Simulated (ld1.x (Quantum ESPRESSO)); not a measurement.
beryllium, PAW: configuration errors across variants

```
Element                 : Be (Z = 4)
Generator               : ld1.x (Quantum ESPRESSO) 7.5
Type                    : PAW
Functional              : PBE
Relativity              : fully relativistic
Frozen core             : none
Valence charge          : 4
Reference configuration : 1s2 2s2 2p0
Partial waves           : 1s (bound): rcut 0.70, rcutus 0.80 bohr; 2s (bound): rcut 0.70, rcutus 0.80 bohr; 2p (bound, empty): rcut 2.75, rcutus 3.50 bohr; 2p channel at 2.4 Ry: rcut 2.75, rcutus 3.50 bohr; 3d channel at 0.35 Ry: rcut 2.60, rcutus 2.75 bohr
Local potential         : all-electron potential smoothed inside 1.65 bohr (lloc = -1)
Core correction         : none
Augmentation charge     : PSQ, inside the norm-conserving radii
```

Open shells are filled in proportion to 2j + 1 (rel_dist='average').

All-electron excitation energies from the reference (eV): (1) 1s2 2s1 2p0 9.551; (2) 1s2 2s0 2p0 27.499; (3) 1s2 2s1.5 2p0 3.761; (4) 1s1 2s2 2p0 128.282; (5) 1s2 2s0 2p2 7.251; (6) 1s2 2s0 2p1 13.460; (7) 1s2 2s1 2p1 3.612.

Tests that are not counted but printed errors over 1 eV. “local potential all-electron potential smoothed inside 2.26 bohr (lloc = -1)”: 1s2 2s1 2p0 (solver errors, printed error -139 eV); 1s2 2s0 2p0 (solver errors, printed error -107 eV); 1 more. “local potential all-electron potential smoothed inside 2.62 bohr (lloc = -1)”: 1s2 2s1 2p1 (solver errors, printed error -171 eV); 1s2 2s1 2p0 (solver errors, printed error -139 eV); 3 more. “local potential all-electron potential smoothed inside 2.94 bohr (lloc = -1)”: 1s2 2s1.5 2p0 (solver errors, printed error -157 eV); 1s2 2s1 2p0 (solver errors, printed error -139 eV); 4 more. “local potential all-electron potential smoothed inside 3.20 bohr (lloc = -1)”: 1s2 2s1.5 2p0 (solver errors, printed error -157 eV); 1s2 2s1 2p0 (pseudo-atom not self-consistent, printed error -135 eV); 4 more. “local potential all-electron potential smoothed inside 3.76 bohr (lloc = -1)”: 1s2 2s1 2p1 (solver errors, printed error -173 eV); 1s2 2s1.5 2p0 (solver errors, printed error -157 eV); 5 more.

Errors AE − PS in meV (a dash: test not solved or not reliable):

| change | (1) | (2) | (3) | (4) | (5) | (6) | (7) | bound ghosts |
| --- | --- | --- | --- | --- | --- | --- | --- | --- |
| base | -0.1 | -0.3 | 0.0 | -63 | +2.7 | +14 | +2.1 | not determined |
| local potential all-electron potential smoothed inside 1.34 bohr (lloc = -1) | -0.1 | -0.3 | 0.0 | -81 | +2.4 | +14 | +1.8 | not determined |
| local potential all-electron potential smoothed inside 1.60 bohr (lloc = -1) | -0.1 | -0.3 | 0.0 | -56 | +2.8 | +14 | +2.2 | not determined |
| local potential all-electron potential smoothed inside 1.90 bohr (lloc = -1) | -0.2 | -0.4 | -0.1 | -106 | +2.2 | +14 | +1.6 | not determined |
| local potential all-electron potential smoothed inside 2.26 bohr (lloc = -1) | – | – | -0.1 | – | +1.7 | +13 | +1.0 | not determined |
| local potential all-electron potential smoothed inside 2.62 bohr (lloc = -1) | – | – | – | – | – | – | – | not determined |
| local potential all-electron potential smoothed inside 2.94 bohr (lloc = -1) | – | – | – | – | – | – | – | not determined |
| local potential all-electron potential smoothed inside 3.20 bohr (lloc = -1) | – | – | – | – | – | – | – | not determined |
| local potential all-electron potential smoothed inside 3.76 bohr (lloc = -1) | – | – | – | – | – | – | – | not determined |
| local potential all-electron potential smoothed inside 4.04 bohr (lloc = -1) | – | – | – | – | – | – | – | not determined |

**Question.** Give the same row for: local potential all-electron potential smoothed inside 3.46 bohr (lloc = -1).

**Answer.** –, –, –, –, –, –, –; bound ghosts: not determined. Not counted: 1s2 2s1 2p1 (solver errors, printed error -176 eV); 1s2 2s1.5 2p0 (solver errors, printed error -157 eV); 5 more.
